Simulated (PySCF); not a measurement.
C$_{2}$H$_{3}$O (SMILES [CH2]C=O), doublet, at a GFN2-xTB geometry; DF-PBE/6-31G** in PySCF.

Here is a job for PySCF.
```python
from pyscf import gto, scf, dft

mol = gto.Mole()
mol.atom = '''
    O     1.10060237    0.24623812   -0.40163761
    C     0.04080672    0.35782363    0.20588499
    H    -0.13643991    1.23632292    0.85189864
    C    -1.01342987   -0.57729769    0.14786655
    H    -1.92306138   -0.43095485    0.70132559
    H    -0.90957881   -1.45842865   -0.46263256
'''
mol.basis = '6-31g**'
mol.spin = 1
mol.verbose = 4
mol.build()

mf = dft.UKS(mol)
mf.xc = 'pbe'
mf = mf.density_fit(auxbasis='def2-universal-jkfit')
mf.kernel()
```

The log (banner, timings and long lists left out):

```
PySCF version 2.14.0

[INPUT] verbose = 4
[INPUT] num. atoms = 6
[INPUT] num. electrons = 23
[INPUT] charge = 0
[INPUT] spin (= nelec alpha-beta = 2S) = 1
[INPUT] symmetry False subgroup None
[INPUT] Mole.unit = angstrom
[INPUT] Symbol           X                Y                Z      unit          X                Y                Z       unit  Magmom
[INPUT]  1 O      1.100602370000   0.246238120000  -0.401637610000 AA    2.079837051347   0.465322608228  -0.758985084225 Bohr   0.0
[INPUT]  2 C      0.040806720000   0.357823630000   0.205884990000 AA    0.077113524842   0.676188661598   0.389066244259 Bohr   0.0
[INPUT]  3 H     -0.136439910000   1.236322920000   0.851898640000 AA   -0.257834062360   2.336311720323   1.609855115489 Bohr   0.0
[INPUT]  4 C     -1.013429870000  -0.577297690000   0.147866550000 AA   -1.915104900754  -1.090934526444   0.279427282484 Bohr   0.0
[INPUT]  5 H     -1.923061380000  -0.430954850000   0.701325590000 AA   -3.634059328928  -0.814386638553   1.325313289249 Bohr   0.0
[INPUT]  6 H     -0.909578810000  -1.458428650000  -0.462632560000 AA   -1.718854839608  -2.756030720719  -0.874248834706 Bohr   0.0

nuclear repulsion = 63.9532594796137
number of shells = 27
number of NR pGTOs = 102
number of NR cGTOs = 57
basis = 6-31g**
ecp = {}

******** <class 'pyscf.df.df_jk.DFUKS'> ********
method = DFUKS
initial guess = minao
damping factor = 0
level_shift factor = 0
DIIS = <class 'pyscf.scf.diis.CDIIS'>
diis_start_cycle = 1
diis_space = 8
diis_damp = 0
SCF conv_tol = 1e-09
SCF conv_tol_grad = None
SCF max_cycles = 50
direct_scf = False
number electrons alpha = 12  beta = 11
XC library pyscf.dft.libxc version 7.1.2
    S. Lehtola, C. Steigemann, M. J. T. Oliveira, and M. A. L. Marques,  SoftwareX 7, 1–5 (2018)
XC functionals = pbe
    J. P. Perdew, K. Burke, and M. Ernzerhof,  Phys. Rev. Lett. 77, 3865 (1996)
    J. P. Perdew, K. Burke, and M. Ernzerhof,  Phys. Rev. Lett. 78, 1396 (1997)
    J. P. Perdew, K. Burke, and M. Ernzerhof,  Phys. Rev. Lett. 77, 3865 (1996)
    J. P. Perdew, K. Burke, and M. Ernzerhof,  Phys. Rev. Lett. 78, 1396 (1997)
radial grids:
    Treutler-Ahlrichs [JCP 102, 346 (1995); DOI:10.1063/1.469408] (M4) radial grids

becke partition: Becke, JCP 88, 2547 (1988); DOI:10.1063/1.454033
pruning grids: <function nwchem_prune>
grids dens level: 3
symmetrized grids: False
atomic radii adjust function: <function treutler_atomic_radii_adjust>
small_rho_cutoff = 0
Set gradient conv threshold to 3.16228e-05
tot grids = 71744
init E= -153.197093006666

cycle= 1 E= -152.847123240095  delta_E= 0.35  |g|= 0.557  |ddm|= 1.67
cycle= 2 E= -150.993367693749  delta_E= 1.85  |g|=  1.9  |ddm|= 3.19
cycle= 3 E= -152.959349143982  delta_E= -1.97  |g|=  0.2  |ddm|= 2.96
cycle= 4 E= -152.971950686146  delta_E= -0.0126  |g|= 0.152  |ddm|= 0.361
cycle= 5 E= -152.984486677375  delta_E= -0.0125  |g|= 0.023  |ddm|= 0.136
cycle= 6 E= -152.98470891463  delta_E= -0.000222  |g|= 0.0113  |ddm|= 0.0263
cycle= 7 E= -152.984789986376  delta_E= -8.11e-05  |g|= 0.00242  |ddm|= 0.0188
cycle= 8 E= -152.984795785149  delta_E= -5.8e-06  |g|= 0.000561  |ddm|= 0.00443
cycle= 9 E= -152.984796066515  delta_E= -2.81e-07  |g|= 0.000302  |ddm|= 0.0011
cycle= 10 E= -152.984796119681  delta_E= -5.32e-08  |g|= 6.69e-05  |ddm|= 0.000391
cycle= 11 E= -152.984796122524  delta_E= -2.84e-09  |g|= 2.3e-05  |ddm|= 0.000139
cycle= 12 E= -152.984796122786  delta_E= -2.61e-10  |g|= 3.04e-06  |ddm|= 2.76e-05
Extra cycle  E= -152.984796122782  delta_E= 3.52e-12  |g|= 4.21e-06  |ddm|= 8.81e-06
converged SCF energy = -152.984796122782  <S^2> = 0.75821685  2S+1 = 2.0082
```
